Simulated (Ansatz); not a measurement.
Coupled-cluster run, `C[O][Zr]([OH])([SeH])[O]C`.

```yaml
crystal:
  periodic: [false, false, false]
  atoms:
    - {symbol: C, position_ang: [-2.325480, 1.750599, 0.456489]}
    - {symbol: O, position_ang: [-1.533416, 0.662161, 0.109106]}
    - {symbol: Zr, position_ang: [-0.307566, -0.768178, -0.170165]}
    - {symbol: O, position_ang: [-0.578839, -2.234198, 1.040012]}
    - {symbol: Se, position_ang: [-0.769261, -1.527097, -2.641732]}
    - {symbol: O, position_ang: [1.491886, -0.151633, -0.027120]}
    - {symbol: C, position_ang: [2.796082, 0.314866, 0.066483]}
    - {symbol: H, position_ang: [-3.037467, 1.967087, -0.345855]}
    - {symbol: H, position_ang: [-2.889124, 1.540192, 1.371210]}
    - {symbol: H, position_ang: [-1.709300, 2.640342, 0.622368]}
    - {symbol: H, position_ang: [-0.769276, -2.870668, 1.721471]}
    - {symbol: H, position_ang: [0.161891, -2.654752, -2.474842]}
    - {symbol: H, position_ang: [3.376454, -0.300844, 0.761963]}
    - {symbol: H, position_ang: [3.282301, 0.282379, -0.914081]}
    - {symbol: H, position_ang: [2.811134, 1.349734, 0.424714]}
basis:
  gaussian: {orbitals: def2-SVP}
correlation: {method: ccsd_t}
```

```sh
$ ansatz run in.yaml --threads 2 --pin off --events-out ev --progress --plain --max-ram 22528MiB --backend cuda --devices 0, --max-vram 18GiB
```

Output of Ansatz, abridged:

```
Functional definition: HF
1729 factors; integrals over basis functions are off by at most 1.4e-3 eV
mean field evaluation 1: about -74852.9843 eV, gradient 5.9e1 eV
mean field evaluation 2: about -74853.1317 eV, gradient 5.9e1 eV
mean field evaluation 4: about -74860.0392 eV, gradient 4.2e0 eV
mean field evaluation 8: about -74860.1258 eV, gradient 3.7e-1 eV
mean field -74860.12645321 eV, -2751.0589051394 hartree, gradient 2.6e-6 eV, S^2 0.000000; 0 other end points of the search recorded, 0 dependent functions left out
14 core orbitals not correlated: weight in the atoms' cores, before any rotation towards them, 1.000 or more for the frozen orbitals, at most 0.000 for the correlated occupied ones
reference -74860.12645321 eV, -2751.0589051394 hartree; 31, 31 occupied and 128, 128 virtual orbitals, 1729 factors
second order -36.22953316 eV of doubles, -0.00000000 eV of singles
cycle   1  -36.05184475 eV  change    1.8e-1 eV  update   1.8e-1
cycle   2  -37.01149165 eV  change   -9.6e-1 eV  update   6.8e-2
cycle   3  -37.33525259 eV  change   -3.2e-1 eV  update   3.5e-2
cycle   4  -37.32469447 eV  change    1.1e-2 eV  update   9.3e-3
cycle   5  -37.31413275 eV  change    1.1e-2 eV  update   3.6e-3
cycle   6  -37.31526256 eV  change   -1.1e-3 eV  update   1.1e-3
cycle   7  -37.31480803 eV  change    4.5e-4 eV  update   4.2e-4
cycle   8  -37.31451430 eV  change    2.9e-4 eV  update   1.4e-4
cycle   9  -37.31459210 eV  change   -7.8e-5 eV  update   5.7e-5
cycle  10  -37.31462045 eV  change   -2.8e-5 eV  update   2.0e-5
perturbative correction -1.12443698 eV, -0.0413222967 hartree
Total energy: -74898.56551064 eV, -2752.4715144450 hartree
```

Hardware: 2 threads of an AMD EPYC 7R13 on a shared host and a share of an NVIDIA H100 80 GB. Wall time 2.5 s, peak host memory 0.83 GiB.

The correlation energy is -38.439 eV, 2.9 % of it from (T); the T1 diagnostic reads 0.0158.
